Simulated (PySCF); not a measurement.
## Ionisation energy along the 28-electron series

Calculated with PySCF 2.14 and a two-component X2C-1e Hamiltonian (Gaussian nucleus, no Breit or QED terms), each ion in its own even-tempered basis scaled to its charge; GMP2 freezes [Ne] and drops the highest virtual spinors. Values in eV. NIST values: (m) measured, (s) semi-empirical, (t) theoretical.

```tsv
ion	configuration	GHF (screened spin-orbit)	GMP2 (screened spin-orbit)	NIST
Kr⁸⁺	[Ar] 3d10	231.43	233.34	233 ± 0.7 (s)
Sr¹⁰⁺	[Ar] 3d10	322.40	324.17	324.07 ± 0.15 (m)
```

(1) Fill in the row of Rb⁹⁺.

Answers

(1) configuration: [Ar] 3d10; GHF (screened spin-orbit): 275.33; GMP2 (screened spin-orbit): 277.16; NIST: 277.12 ± 0.12 (m).
